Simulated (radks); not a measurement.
Question: Radial electron density D(r) = 4 pi r^2 rho(r) of an atom or ion with 38 electrons. Method: scalar-relativistic Kohn-Sham, PBEsol, spin-polarised, spherical densities, finite nucleus; Fermi nuclear charge, rms radius of each element as measured or else 0.836 A^(1/3) + 0.57 fm; computed with a radial shooting solver on a logarithmic mesh with Libxc functionals.

r (bohr),D(r) (e/bohr),spin D(r)
0.001816,11.31,-0.000146
0.002048,13.55,-0.000174
0.002309,16.17,-0.000207
0.002603,19.23,-0.000246
0.002958,22.99,-0.000293
0.003336,27.03,-0.000343
0.003761,31.59,-0.000399
0.00424,36.65,-0.000460
0.004819,42.57,-0.000531
0.005434,48.54,-0.000601
0.006127,54.79,-0.000672
0.006908,61.16,-0.000743
0.007851,67.84,-0.000812
0.008852,73.69,-0.000866
0.009981,78.83,-0.000900
0.01125,82.94,-0.000901
0.01269,85.73,-0.000845
0.01442,87.04,-0.000675
0.01626,86.68,-0.000328
0.01833,84.96,0.000356
0.02067,82.35,0.00165
0.02349,79.42,0.00428
0.02649,77.51,0.00883
0.02986,77.40,0.0169
0.03367,79.85,0.0310
0.03827,85.59,0.0567
0.04315,93.39,0.0968
0.04865,102.2,0.160
0.05485,110.0,0.256
0.06234,114.9,0.405
0.07029,114.4,0.599
0.07925,108.9,0.848
0.08936,99.99,1.14
0.1016,90.18,1.47
0.1145,84.49,1.74
0.1291,84.53,1.90
0.1456,89.83,1.87
0.1641,96.87,1.61
0.1865,100.4,1.08
0.2103,95.58,0.494
0.2371,82.21,0.0575
0.2674,63.96,0.0371
0.3039,45.83,0.680
0.3426,35.10,1.87
0.3863,31.20,3.32
0.4356,30.98,4.54
0.495,29.82,5.07
0.5582,25.29,4.65
0.6293,18.10,3.57
0.7096,10.71,2.28
0.8064,4.878,1.14
0.9093,1.858,0.483
1.025,0.5569,0.163
1.156,0.1282,0.0426
1.314,0.01940,0.00746
1.481,0.002365,0.00105
1.67,0.0002019,0.000103

What is the nuclear charge?

Answer: Z = 65. The innermost maximum, from 1s, lies near gamma/Z bohr with gamma = sqrt(1 - (Z/c)^2) = 0.880, here 0.0135 bohr (found: 0.0149), and its height grows with Z. The density is that of the terbium ion Tb27+ in [Kr] 4d2; the configuration itself is not fixed sharply by these data, and Z only to a few units. D(r) has 4 maxima, at r = 0.0149, 0.0654, 0.185, 0.439 bohr, and minima at 0.0282, 0.121, 0.412 bohr, inside which lie 1.92, 11.02, 29.77 electrons.
